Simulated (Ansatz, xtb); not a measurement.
## Relative energy of two structures of ClGaH4OSi

Structure a is a singlet given by its coordinates and structure b is `[SiH3][O][GaH][Cl]`, a singlet. Both are gas-phase species (loosely bound parts included), relaxed with B3LYP-D3(BJ)/def2-SVP; the shapes shown needn't be the lowest conformers.

a (Å):

```xyz
8

Cl   -1.2509   -2.7454   -0.8900
Ga    0.4366   -1.5567   -1.9653
O    -0.3617    0.0160   -0.2949
Si   -0.2486    1.5303    0.4409
H    -1.5341    2.2727    0.3174
H    -1.0107   -0.6513    0.0061
H     0.8323    2.2367   -0.2910
H     0.1023    1.3910    1.8819
```

Close contacts (Å): Cl1–Ga2 2.33, Ga2–O3 2.43, O3–Si4 1.69, O3–H6 0.98, Si4–H5 1.49, Si4–H7 1.48, Si4–H8 1.49.

b (Å):

```xyz
8

Cl   -1.2819   -2.2926   -1.4989
Ga   -0.3827   -1.8169    0.4038
O     0.1676   -0.1393    0.5812
Si    0.2532    1.3069   -0.2393
H    -0.2569    1.1671   -1.6351
H    -0.5626    2.3304    0.4754
H     1.6722    1.7624   -0.2836
H    -0.2167   -2.8430    1.5482
```

Task: Which of the two would you expect CCSD(T)/def2-SVP + ΔMP2/def2-TZVPP electronic energies to favour?

Result: Structure b; the calculation gives E(b) − E(a) = −10.0 kcal/mol.

The same difference at several levels:

```tsv
level	geometry	E(b) − E(a) (kcal/mol)	departure from the last row (kcal/mol)	job, with rough time for the two
GFN2-xTB	GFN2-xTB	+6.6	+16.6	optimisation, 1.2 s
HF/STO-3G	GFN2-xTB	−50.5	−40.6	single point, 2.9 s
r2SCAN-D4/def2-SVP	GFN2-xTB	−6.5	+3.5	single point, 7.2 s
B3LYP-D3(BJ)/def2-SVP	B3LYP-D3(BJ)/def2-SVP	−1.6	+8.3	optimisation, 55 s
HF/def2-SVP	B3LYP-D3(BJ)/def2-SVP	−11.8	−1.8	part of the CCSD(T) run
MP2/def2-SVP	B3LYP-D3(BJ)/def2-SVP	−15.2	−5.2	part of the CCSD(T) run
CCSD(T)/def2-SVP	B3LYP-D3(BJ)/def2-SVP	−11.4	−1.5	single point
CCSD(T)/def2-SVP + ΔMP2/def2-TZVPP	B3LYP-D3(BJ)/def2-SVP	−10.0		single point, 31 s
```

GFN2-xTB puts the two in the other order. The largest departure from CCSD(T)/def2-SVP + ΔMP2/def2-TZVPP is that of HF/STO-3G, 40.6 kcal/mol. A small imaginary or near-zero mode remains, so no thermal terms are given. The last row adds to CCSD(T) the change of the MP2 difference between the two basis sets, here +1.5 kcal/mol.

The correlated steps freeze 20 core orbitals; the filled d shell of Ga is correlated, in a basis made for valence electrons. Run with Ansatz 0.2.0, xtb 6.7.1; the last row on 2 threads of AMD EPYC 7R43 64-Core Processor (Zen 3) on a shared host.
